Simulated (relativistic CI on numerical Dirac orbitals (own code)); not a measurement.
**Sensitivity of the levels of Rh23+ to α and to the nuclear radius**

Method of calculation: Dirac-Coulomb-Breit CI, orbitals from a KLI potential per configuration, derivatives by finite differences, unscaled Slater integrals, QED left out (own radial code, finite nucleus).

Configurations in the expansion (outside the closed core [Ne] 3s2): 3p6 3d4, 3p5 3d5, 3p6 3d3 4p, 3p6 3d2 4s 4p, 3p6 3d2 4s2, 3p6 3d 4s2 4p. Double excitations out of closed p, d and f shells are left out; levels of such configurations are missing from the list, as are those of other unlisted configurations, and high levels can miss mixing partners.

With x = (α/α₀)² − 1 an excitation energy changes as ω = ω₀ + qx; K = 2q/ω₀ is the relative enhancement. Terms are leading LS components, so labels can repeat. The field-shift factor is F = δν/δ⟨r²⟩ for the transition from the lowest level.

Lowest level 3p6 3d4 5D_0.

```csv
Level,ω₀ (cm⁻¹),q (cm⁻¹),K,F (GHz/fm²)
3p6 3d4 5D_1,17326.3,33210,3.83,0.195
3p6 3d4 5D_2,33601.7,54010,3.21,0.326
3p6 3d4 5D_3,47092.1,64510,2.74,0.401
3p6 3d4 5D_4,56844.5,62320,2.19,0.407
3p6 3d4 3P_0,92896.4,47780,1.03,0.386
3p6 3d4 3H_4,98021.9,43660,0.891,0.376
3p6 3d4 3G_3,120386.1,50730,0.843,0.446
3p6 3d4 3H_5,120798.3,64650,1.07,0.52
3p6 3d4 3F_2,125768.0,51240,0.815,0.456
3p6 3d4 3P_1,126335.3,69870,1.11,0.551
3p6 3d4 3H_6,129769.4,68610,1.06,0.556
3p6 3d4 3G_4,145288.8,83240,1.15,0.65
3p6 3d4 3F_4,155035.7,82210,1.06,0.661
3p6 3d4 3P_2,155787.5,75180,0.965,0.625
3p6 3d4 3F_3,163514.1,83880,1.03,0.681
3p6 3d4 3D_3,174153.1,79430,0.912,0.675
3p6 3d4 3G_5,177844.2,109500,1.23,0.836
3p6 3d4 3P_2,185146.6,90080,0.973,0.746
3p6 3d4 1I_6,186015.3,103200,1.11,0.818
3p6 3d4 3D_1,195420.2,99070,1.01,0.806
3p6 3d4 1G_4,217029.3,119200,1.1,0.944
3p6 3d4 1S_0,222080.0,108300,0.975,0.895
3p6 3d4 1D_2,228781.2,100500,0.879,0.866
```

At this charge energies of transitions that change n are usually good to better than 1 %, and those within a shell (Δn = 0) to a few per cent. Terms inside the open d or f shell come out 10 to 20 % too wide with unscaled integrals.
